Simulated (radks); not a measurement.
Task: Ionisation of the beryllium ion Be2+, [He], to 1s1 as the strength of local exchange is varied. Method: non-relativistic Kohn-Sham, Slater X-alpha exchange (alpha = 2/3 is LDA exchange), no correlation, spin-polarised, spherical densities, point nucleus; computed with a radial shooting solver on a logarithmic mesh with Libxc functionals.

alpha  E(Be2+) (hartree)  exchange (hartree)  IE (eV)  -e of the level emptied (eV)  <r> of it (bohr)
0.6            -13.10239            -1.72003   146.51                   125.61 (1s)            0.4257
0.693          -13.37054            -2.00966   149.80                   129.85 (1s)            0.4204
0.849          -13.82728            -2.50937   155.42                   137.13 (1s)            0.4118
0.869          -13.88646            -2.57469   156.14                   138.08 (1s)            0.4107
0.969          -14.18453            -2.90558   159.82                   142.87 (1s)            0.4054
x              -13.29526            -1.92807   148.88                   128.66 (1s)            0.4219

Which alpha was used in the last row?

Result: alpha = 0.667. NIST Atomic Spectra Database: 153.90 eV (theoretical). The Delta-SCF value meets it near alpha = 0.81.
